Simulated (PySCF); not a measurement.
Compound: C₅H₃N₃.
Atom-mapped SMILES: `[CH:1]#[C:2][c:3]1[cH:4][cH:5][n:6][n:7][n:8]1`

Geometry (GFN2-xTB, Å), atoms numbered from 1 in this order:
```xyz
11
C5H3N3 angstrom
C      2.923   -0.228   -0.295
C      1.724   -0.251   -0.239
C      0.311   -0.278   -0.168
C     -0.425    0.757    0.420
C     -1.798    0.573    0.405
N     -2.346   -0.511   -0.132
N     -1.597   -1.423   -0.655
N     -0.318   -1.341   -0.688
H      3.971   -0.215   -0.348
H      0.048    1.626    0.849
H     -2.487    1.293    0.826
```

Definitions: NICS(0) = −σiso at the ring centroid; NICS(1) = −σiso and NICS(1)zz = −σzz at ±1 Å along the ring normal z. Level: GIAO PBE0/pcSseg-1 (PySCF, non-relativistic, gas phase) on the GFN2-xTB geometry, one conformer.

Ring bond lengths (Å), with Mayer bond orders in brackets: C3–C4 1.400 (1.30), C4–C5 1.385 (1.39), C5–N6 1.328 (1.42), N6–N7 1.291 (1.35), N7–N8 1.282 (1.39), N8–C3 1.340 (1.42).

What do the NICS probes read (ppm)?

```tsv
ring	type	NICS(0)	NICS(1), two faces	NICS(1)zz, two faces	rms pucker (Å)	centre to ring atoms, mean (Å)
C3–C4–C5–N6–N7–N8	6-membered ring with 3 N; formal bonds all aromatic	-3.7	-11.1 / -11.1	-26.4 / -26.4	0.00	1.34
```

What can be read from them?

- C3–C4–C5–N6–N7–N8: mean NICS(1)zz -26.4 ppm, shielded. For a flat ring without four-coordinate atoms the NICS criterion counts such a value as aromatic. NICS(0) lies 7 ppm above the mean NICS(1).

And the bond-length index? HOMA takes Krygowski's 1993 parameters.

- C3–C4–C5–N6–N7–N8: HOMA 0.97; the largest term is that of N7–N8, α(R − Ropt)² = 0.09. The geometric and the magnetic index point the same way.

At the first NICS(1) probe listed for ring C3–C4–C5–N6–N7–N8, 1 Å off the ring, what do the in-plane components average?

The isotropic value is a third of the trace: (3 × -11.1 − (-26.4))/2 = -3.4 ppm.

List the ring angles and the Hirshfeld charges of the ring atoms.

- C3–C4–C5–N6–N7–N8: C3 120.2° (+0.075 e), C4 114.8° (-0.027 e), C5 121.4° (+0.034 e), N6 120.1° (-0.104 e), N7 123.0° (-0.034 e), N8 120.6° (-0.094 e); sum 720.0° against 720° for a flat convex ring.

What are the shieldings of the ring atoms and their hydrogens in the same run (means over atoms taken as equivalent)?

| atoms | environment | σ isotropic (ppm) | principal values of the symmetric part, first atom (ppm) |
| --- | --- | --- | --- |
| C3 | substituted aromatic carbon | 38.2 | -94.1, 50.9, 157.8 |
| C4 | aromatic CH carbon | 59.5 | -57.5, 56.4, 179.6 |
| C5 | aromatic CH next to a ring nitrogen | 34.5 | -101.8, 45.7, 159.6 |
| N6 | pyridine-type nitrogen | -169.4 | -548.5, -221.9, 262.1 |
| N7 | pyridine-type nitrogen | -269.4 | -766.2, -248.4, 206.5 |
| N8 | pyridine-type nitrogen | -179.3 | -572.2, -214.6, 249.0 |
| H10 | aromatic hydrogen | 24.32 | 21.5, 22.2, 29.3 |
| H11 | aromatic hydrogen | 22.48 | 19.2, 19.8, 28.5 |
